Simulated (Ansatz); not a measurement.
CH₃F₂Sn (`[CH3][Sn]([F])[F]`) radical. Total charge 0; spin multiplicity 2. Sn takes the def2 core potential.

```xyz
7

C    -0.9160    0.3823   -0.0016
Sn    1.2356    0.2036    0.2883
F     1.9170   -0.3351   -1.4332
F     1.4582   -1.4226    1.3002
H    -1.3846    0.5530    0.9648
H    -1.1067    1.1994   -0.6935
H    -1.2036   -0.5805   -0.4250
```

Question: List the harmonic frequencies (cm⁻¹, unscaled) at PBE0-D4/def2-TZVP in Ansatz. (An estimate is asked.)

Answer: Ansatz gave: 32, 122, 150, 173, 449, 599, 603, 720, 737, 1138, 1422, 1435, 3074, 3192, 3208.

Question: Is this a minimum?

Answer: Yes, all 15 modes are real.

Question: Give the ideal-gas thermochemistry at 298.15 K and 1 bar (rigid rotor, harmonic oscillator; point group Cs, symmetry number 1).

Answer: Zero-point energy 102.0 kJ/mol; H(298) − E = 121.5 kJ/mol; entropy 356.3 J/(mol·K), of which translation 173.0, rotation 109.8, vibration 67.7, electronic 5.8; G(298) − E = 15.2 kJ/mol. Modes under 100 cm⁻¹ are hindered rotations or soft bends, so the harmonic entropy is rough.

Question: And at 400, 500, 600, 800 and 1000 K?

Answer: 
```
T (K)  H − E (kJ/mol)  S (J/mol/K)  G − E (kJ/mol)
  400           131.0        383.7           -22.5
  500           141.3        406.7           -62.0
  600           152.3        426.7          -103.7
  800           175.9        460.5          -192.6
 1000           201.1        488.6          -287.6
```

Question: Rotational constants (cm⁻¹)?

Answer: 0.1479, 0.1375, 0.0935.
